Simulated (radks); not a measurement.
The numbers below are computed, except where a source is named.
Task: Coherent X-ray form factor from a spherical all-electron density. Level of theory: scalar-relativistic Kohn-Sham, r2SCAN, spin-polarised, spherical densities, finite nucleus; meta-GGA in the generalised Kohn-Sham scheme; Fermi nuclear charge, rms radius of each element as measured or else 0.836 A^(1/3) + 0.57 fm (a radial shooting solver on a logarithmic mesh with Libxc functionals).

sin(theta)/lambda (1/angstrom),f0 (electrons)
0.05,62.557
0.1,61.272
0.15,59.275
0.2,56.747
0.25,53.886
0.3,50.879
0.4,44.977
0.5,39.704
0.6,35.195
0.8,28.105
1,23.027
1.25,18.869
1.5,16.287
2,12.802

The species is in the configuration that NIST lists as its ground one. Which atom or ion scatters so?

Result: The thulium ion Tm6+, [Kr] 4d10 4f11 5s2 5p4. Extrapolating in s^2 from the first two rows gives f0(0) = 63.0, near the electron count 63; among species with that count, the fall with angle is slower the higher Z, and the table is that of Z = 69; from so few rows the species is fixed only to a neighbour or two.
